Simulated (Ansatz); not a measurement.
CH2AlBF2, 7 atoms. The species carries charge 0 and has multiplicity 1. The bonds changed during the relaxation, so this is another structure than the one it started from. All runs use 2 threads of an Arm Neoverse V1 on a shared host. Correlated methods freeze the cores.

(1) Give the basis size and wall time and peak host memory of each of these runs in Ansatz. RHF-MP2/def2-QZVPP energy; RKS PBE0-D4/def2-TZVP frequencies; direct RPA on PBE orbitals/def2-TZVPP energy; RKS PBE0-D4/def2-TZVP relaxation (11 steps); RKS PBE0-D4/def2-SVP energy; RKS ωB97M-V/def2-TZVPP energy and forces; RHF-CCSD(T)/def2-TZVPP energy; RKS ωB97M-V/def2-QZVPP energy; RKS ωB97M-V/def2-SVP energy; RKS LC-ωPBE/def2-TZVPP energy; RKS ωB97X-V/def2-TZVPP energy; RHF-CCSD(T)/def2-SVP energy. (Best estimate.)

## Answers

(1) Ansatz gave: Other jobs shared the machine, so times are rough.

```json
{"level": "RKS PBE0-D4/def2-SVP", "job": "energy", "functions": "84", "wall time": "1.2 s", "peak host memory (GiB)": "0.14"}
{"level": "RKS LC-ωPBE/def2-TZVPP", "job": "energy", "functions": "194", "wall time": "3.1 s", "peak host memory (GiB)": "0.27"}
{"level": "RHF-CCSD(T)/def2-SVP", "job": "energy", "functions": "84", "wall time": "3.7 s", "peak host memory (GiB)": "0.25"}
{"level": "RKS ωB97M-V/def2-SVP", "job": "energy", "functions": "84", "wall time": "5 s", "peak host memory (GiB)": "0.22"}
{"level": "direct RPA on PBE orbitals/def2-TZVPP", "job": "energy", "functions": "194", "wall time": "5.5 s", "peak host memory (GiB)": "0.35"}
{"level": "RKS ωB97X-V/def2-TZVPP", "job": "energy", "functions": "194", "wall time": "9.5 s", "peak host memory (GiB)": "0.49"}
{"level": "RKS ωB97M-V/def2-TZVPP", "job": "energy and forces", "functions": "194", "wall time": "14 s", "peak host memory (GiB)": "0.5"}
{"level": "RHF-MP2/def2-QZVPP", "job": "energy", "functions": "358", "wall time": "18 s", "peak host memory (GiB)": "1.4"}
{"level": "RKS ωB97M-V/def2-QZVPP", "job": "energy", "functions": "358", "wall time": "20 s", "peak host memory (GiB)": "1.1"}
{"level": "RKS PBE0-D4/def2-TZVP", "job": "relaxation (11 steps)", "functions": "173", "wall time": "48 s", "peak host memory (GiB)": "0.34"}
{"level": "RHF-CCSD(T)/def2-TZVPP", "job": "energy", "functions": "194", "wall time": "83 s", "peak host memory (GiB)": "2.3"}
{"level": "RKS PBE0-D4/def2-TZVP", "job": "frequencies", "functions": "173", "wall time": "110 s", "peak host memory (GiB)": "0.34"}
```

LC-ωPBE has ω = 0.4 bohr⁻¹.
